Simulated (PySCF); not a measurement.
**Bond curve of Ca₂**

Set-up: PySCF, spin-free X2C with a Gaussian nucleus, basis sets Ca x2c-TZVPall. Energies in eV from Ca + Ca in their ground configurations at the same level. State: ¹Σg⁺ (singlet), closed shell.

All columns are PBE0.

```csv
R (Å),E (eV),HOMO (eV),LUMO (eV),Mayer bond order,⟨S²⟩
3.671,-0.076,-3.61,-1.65,0.86,0.00
3.842,-0.148,-3.66,-1.57,0.77,0.00
4.013,-0.185,-3.72,-1.50,0.69,0.00
4.141,-0.196,-3.76,-1.47,0.63,0.00
4.269,-0.198,-3.79,-1.47,0.56,0.00
4.397,-0.193,-3.83,-1.47,0.51,0.00
4.568,-0.180,-3.88,-1.47,0.43,0.00
4.781,-0.157,-3.94,-1.47,0.35,0.00
5.037,-0.128,-4.00,-1.46,0.27,0.00
5.379,-0.091,-4.07,-1.43,0.18,0.00
```

Closed-shell solutions of metal pairs were not tested for spin polarisation, which can lower them a little. The bond is weak. Basis-set superposition, not corrected here, can be much of De in a small basis, most of all at correlated wavefunction levels. Functionals without a dispersion term scatter widely for such bonds, and LDA overbinds them.
